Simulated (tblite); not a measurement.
Isomers of C9H16. Computed values, GFN2-xTB/tblite, gas phase, harmonic and unscaled. Errors from tens to a few hundred cm⁻¹ against measured bands are possible. One conformer each.

Electronic energies: GFN2-xTB at the same geometries; isomer energies are rough at this level and their order can be wrong.

```
                      SMILES  electronic energy, lowest = 0 (kJ/mol)
CC[C@@H]1CC[C@@H]2CC[C@@H]21                                    50.0
  CC[C@H]1[C@@H]2CCC[C@H]1C2                                    65.4
      CCC[C@@]12CCC[C@@H]1C2                                    79.5
 CC[C@@H]1C[C@H]2CC[C@@H]1C2                                     0.0
         C=C(C)C(=C)C(C)(C)C                                   207.4
```

Problem. How do GFN2-xTB zero-point energies change the relative energies?

Solution. 
```
                      SMILES  ZPE (kJ/mol)  of it from modes above 1550 cm⁻¹  electronic (kJ/mol)  with ZPE, lowest = 0 (kJ/mol)  lowest mode (cm⁻¹)  rings
 CC[C@@H]1C[C@H]2CC[C@@H]1C2         606.9                             286.7                  0.0                            0.0                 101      2
CC[C@@H]1CC[C@@H]2CC[C@@H]21         604.0                             286.7                 50.0                           47.1                  60      2
  CC[C@H]1[C@@H]2CCC[C@H]1C2         605.3                             285.8                 65.4                           63.7                  84      3
      CCC[C@@]12CCC[C@@H]1C2         600.8                             287.9                 79.5                           73.4                  59      2
         C=C(C)C(=C)C(C)(C)C         584.7                             312.5                207.4                          185.2                  22      0
```

The zero-point energies span 22.2 kJ/mol, from `C=C(C)C(=C)C(C)(C)C` to `CC[C@@H]1C[C@H]2CC[C@@H]1C2`. The order is unchanged.

Problem. What do entropy and thermal enthalpy add at 298.15 K and 1 bar (rigid rotor, harmonic oscillator, one conformer each)?

Solution. 
```tsv
SMILES	point group	symmetry number	S (J/(mol K))	H − H(0) (kJ/mol)	ZPE + H − H(0) − TS (kJ/mol)
CC[C@@H]1C[C@H]2CC[C@@H]1C2	C1	1	370.8	24.34	520.7
CC[C@@H]1CC[C@@H]2CC[C@@H]21	C1	1	383.2	25.61	515.3
CC[C@H]1[C@@H]2CCC[C@H]1C2	C1	1	375.2	25.00	518.4
CCC[C@@]12CCC[C@@H]1C2	C1	1	390.6	26.80	511.1
```

Not tabulated: `C=C(C)C(=C)C(C)(C)C` (lowest mode only 22 cm⁻¹).
